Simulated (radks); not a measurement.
Results of a calculation; reference values are marked as such.
Fractional charge and spin in the 2p shell of magnesium: the spin-up occupation runs from 2 to 3 and the spin-down occupation from 2 to 3; the fullest corner is Mg+, [He] 2s2 3s(up 0.5, down 0.5) 2p(up 3, down 3). Code: a radial shooting solver on a logarithmic mesh with Libxc functionals. Model: non-relativistic Kohn-Sham, TPSS, spin-polarised, spherical densities, point nucleus; meta-GGA in the generalised Kohn-Sham scheme. Energy (eV) above the fullest corner. The planes named below are the two flat planes that join the four corners, with an edge along up + down = one added electron.

down \ up        2     2.25      2.5    2.75       3
2          167.839  140.293  114.614  90.763  68.698
2.25       140.293  114.814   91.149  69.257  49.097
2.5        114.614   91.149   69.444  49.457  31.144
2.75        90.763   69.257   49.457  31.318  14.794
3           68.698   49.097   31.144  14.794   0.000

Corners above the fullest one (they belong to Mg2+ and the next ion): (up 3, down 2) 68.698 eV, (up 2, down 3) 68.698 eV, (up 2, down 2) 167.84 eV. With half an added electron in each spin the energy lies 0.746 eV from the planes, and with half an added electron in spin up alone -3.655 eV. The planes are only a guide here: the flat-plane condition holds for ground states with one frontier orbital, while this shell lies below other occupied shells, so the corners above the fullest one are inner-hole states and not the ground states of those ions.
